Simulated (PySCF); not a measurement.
## N: excitation energy

N [He] 2s2 2p3 (4S) → N [He] 2s2 2p2 3s1 (4P), as a difference of total energies. Computed with PySCF 2.14 in aug-cc-pVQZ with one added diffuse shell each of s, p, d, f, g type (7s6p5d4f3g, 105 functions), with no relativity, point nucleus. Correlated levels: valence: 1s2 frozen. The calculations carry no spin-orbit coupling.

```json
{"method": "UHF", "excitation energy (cm⁻¹)": "80398", "error (cm⁻¹)": "-2938"}
{"method": "LDA", "excitation energy (cm⁻¹)": "86522", "error (cm⁻¹)": "+3186"}
{"method": "PBE", "excitation energy (cm⁻¹)": "84307", "error (cm⁻¹)": "+971"}
{"method": "PBE0", "excitation energy (cm⁻¹)": "84510", "error (cm⁻¹)": "+1174"}
{"method": "r2SCAN", "excitation energy (cm⁻¹)": "86454", "error (cm⁻¹)": "+3118"}
{"method": "BLYP", "excitation energy (cm⁻¹)": "83428", "error (cm⁻¹)": "+93"}
{"method": "PW91", "excitation energy (cm⁻¹)": "84762", "error (cm⁻¹)": "+1427"}
{"method": "B97-3", "excitation energy (cm⁻¹)": "85300", "error (cm⁻¹)": "+1964"}
{"method": "wB97X", "excitation energy (cm⁻¹)": "86096", "error (cm⁻¹)": "+2761"}
{"method": "MP2 (valence)", "excitation energy (cm⁻¹)": "85051", "error (cm⁻¹)": "+1716"}
{"method": "SCS-MP2 (valence)", "excitation energy (cm⁻¹)": "83196", "error (cm⁻¹)": "-140"}
```

Reference: 83336 cm⁻¹ (measured; NIST levels, between the centres of gravity of the two terms).

Errors of the correlated levels include the incompleteness of this basis and the frozen core.
